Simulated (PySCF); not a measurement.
## Dipole moment and polarisability of `O=C=Nc1ccccc1F`

Compound: C7H4FNO.
Cartesian coordinates in Å at the PBE0-D3(BJ)/def2-SVP level; atoms count from 1:
```
atom  x, y, z in Å
O1     4.2033    0.1260   -0.5854
C2     3.0965    0.3978   -0.3429
N3     1.9980    0.8118   -0.0618
C4     0.6857    0.3952    0.0122
C5    -0.3282    1.2830    0.3847
C6    -1.6504    0.8537    0.4557
C7    -1.9768   -0.4684    0.1562
C8    -0.9780   -1.3669   -0.2171
C9     0.3343   -0.9299   -0.2846
F10    1.3034   -1.7718   -0.6404
H11   -0.0520    2.3132    0.6152
H12   -2.4314    1.5587    0.7471
H13   -3.0134   -0.8064    0.2121
H14   -1.1968   -2.4087   -0.4584
```

Level: PBE0/def2-SVPD (PySCF), static field, nuclei fixed, core orbitals frozen in the response. The polarisability tensor in these axes (au):

```
x   137.34   1.05 -12.27
y     1.05  86.59   9.38
z   -12.27   9.38  54.46
```

Task: Give the principal values, the mean and the anisotropy Δα = √{½[(α1 − α2)² + (α2 − α3)² + (α1 − α3)²]}.

Result: Principal values 50.24, 89.04 and 139.12 au; mean 92.80 au = 13.75 Å³ = 15.30 × 10⁻⁴⁰ C²·m²/J; Δα = 77.18 au (83 % of the mean).

Task: What is the dipole moment, and where does it point?

Result: (-3.18, 0.45, 0.57) D, 3.27 D in size, pointing from the negative to the positive side. Measured along this direction, the outermost atoms are O1 at the negative end and H13 at the positive end.

Task: Rayleigh depolarisation ratio (linearly polarised light, static tensor)?

Result: ρ = 3Δα²/(45ᾱ² + 4Δα²) = 17870.5/(387535 + 23827.4) = 0.0434.

Task: Sum over states: ᾱ = Σ f/ω², ω in Eh. What share falls to these 10 lowest TDDFT singlets (eV, f)? 5.11, 0.0277; 5.58, 0.2541; 5.79, 0.0007; 6.49, 0.3066; 6.56, 0.0016; 6.61, 0.0004; 6.71, 0.5228; 6.88, 0.0021; 6.96, 0.0037; 7.28, 0.0014.

Result: They add up to 20.97 au, 22.6 % of the 92.80 au; the largest single term is 8.60 au, from the state at 6.71 eV. Terms in order: 0.79, 6.04, 0.01, 5.39, 0.03, 0.01, 8.60, 0.03, 0.06, 0.02 au. Higher excitations give the rest. The strengths listed sum to 1.121.

Task: Give the eigenvalues of the traceless quadrupole moment Θ = ½Σq(3rr − r²1), origin at the centre of nuclear charge.

Result: -3.86, -2.19, 6.05 D·Å. The values depend on the origin, since the dipole doesn't vanish. The electronic extent ⟨r²⟩ about the same centre is 1433 bohr², a root-mean-square distance of 2.39 Å for the 70 electrons.

One conformer (not necessarily the lowest) at the PBE0-D3(BJ)/def2-SVP geometry, without solvent, vibrations or thermal averaging.
